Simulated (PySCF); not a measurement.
# Spinor energies of Br⁴⁺ (bromine, charge +4)

Start: [Ar] 3d10 4s2 4p1; 4p1/2 filled at m_j = +1/2. Calculated with PySCF 2.14 in x2c-QZVPPall-2c (11s10p5d4f1g, 103 functions): generalised Hartree-Fock with the X2C-1e Hamiltonian and a Gaussian nucleus; one run each with spin-orbit coupling (SO) switched off, then screened by Boettger's factors.

```tsv
spinor shell	electrons	ε, spin-free (eV)	ε, screened SO (eV)	weight of nominal j (screened SO)	rms radius, screened SO (bohr)
1s1/2	2	-13613.2	-13612.7	1.000	0.0492
2s1/2	2	-1880.5	-1880.3	1.000	0.205
2p1/2	2	-1659.8	-1692.5	1.000	0.180
3s1/2	2	-331.36	-331.23	1.000	0.587
3p1/2	2	-259.00	-264.12	1.000	0.599
3p3/2	4	-259.00	-256.39	1.000	0.611
3d3/2	4	-139.64	-140.29	0.999	0.642
3d5/2	6	-139.64	-139.00	0.999	0.645
4s1/2	2	-72.506	-72.446	0.998	1.62
4p1/2	1	-58.890	-59.387	0.991	1.80
```

**Question.** Where does 2p3/2 lie, and what is the 2p spin-orbit splitting (screened SO)?

**Answer.** At -1643.9 eV, 48.578 eV above 2p1/2.

```tsv
quantity	spin-free	screened SO
E (hartree)	-2600.31996	-2600.48300
M_J	1/2	1/2
⟨J²⟩	1.083	0.784
⟨L²⟩	2.027	2.028
⟨S²⟩	0.759	0.761
```

Each row is a mean over spinors that exchange with the open shell spreads, by up to 1.073 eV (3p1/2).

Without spin-orbit coupling the j labels of p, d and f shells carry no meaning; the spin-free column gives the mean over the occupied spinors of each nl shell, and its ⟨J²⟩ belongs to a mixture of degenerate components.
